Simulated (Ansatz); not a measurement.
# A geometry optimisation of AlH4NSn with BLYP-D3(BJ)/def2-SVP

The starting geometry of this gas-phase singlet was optimised with GFN2-xTB.

```xyz
7

Al    0.2438   -0.4703   -0.9454
N     0.7820    0.6601    0.4093
Sn   -0.9526    1.4868    1.0030
H    -1.6278    0.2598   -0.4720
H     0.1654   -1.9706   -0.5920
H     0.4929    0.0262   -2.3866
H     1.6915    0.8725    0.8060
```

Predict what it relaxes into with BLYP-D3(BJ)/def2-SVP.

A new bond forms, giving a structure with H4 bridging Al1 and Sn3, given below by its coordinates. Contacts that close: Al1–H4 (2.06 → 1.89 Å).

The energy falls by 0.13 eV over 7 steps:

| step | E − E(last) (eV) |
| --- | --- |
| 1 | 0.128 |
| 2 | 0.041 |
| 3 | 0.008 |
| 4 | 0.002 |
| 5 | 0.002 |
| 6 | 0.000 |
| 7 | 0.000 |

Final geometry (Å):

```csv
atom,x (Å),y (Å),z (Å)
Al,0.2183,-0.4634,-0.9435
N,0.8052,0.6799,0.4324
Sn,-0.9998,1.4752,0.9869
H,-1.4684,0.2356,-0.4746
H,0.0993,-2.0191,-0.5947
H,0.4363,0.0365,-2.4465
H,1.7043,0.9198,0.8624
```

Frequencies at the end are all real (lowest 258 cm⁻¹). Atoms past krypton carry core potentials, without spin–orbit terms. Run with Ansatz 0.2.0, 25 s on 1 thread of Intel(R) Xeon(R) Processor @ 2.50GHz (Skylake/Cascade Lake) (shared host).
